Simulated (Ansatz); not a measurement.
The molecule Hg2, closed-shell singlet (lowest of 2S+1 = 1, 3 at CCSD(T)/def2-TZVPP on PBE0 minima; our sources give no spin for the ground state, which may be another). No spin–orbit coupling.

Seven points along R, fitted to fifth degree in 1/R; most abundant isotopes. Runs in def2 and cc sets follow the lowest solution found near the PBE0 minimum. The singlet is held restricted.

Run with Ansatz (Gaussian basis) for Hartree–Fock, density functionals and correlated methods.  In def2 rows elements past Kr take small-core potentials, without spin–orbit coupling.

Energies at B97M-V/def2-TZVPP:

```
R (Å)       E (hartree)
--------  -------------
3.451818  -307.01855088
3.544609  -307.01870232
3.629977  -307.01875305
3.726479  -307.01873584
3.822981  -307.01866156
3.934330  -307.01852759
4.064238  -307.01833204
```

With a reduced mass of 100.9853 u, find the minimum, the force constant and the constants.

A fifth-degree polynomial in 1/R puts the minimum at r_e = 3.6533 Å with force constant 3.43 N/m. Then ω_e = (1/2πc)√(k/μ) = 24 cm⁻¹ and B_e = h/(8π²cμr_e²) = 0.01251 cm⁻¹; the cubic and quartic terms give α_e = 0.00013 and ω_e x_e = 0.19 cm⁻¹.

Ansatz is a program for electronic structure.
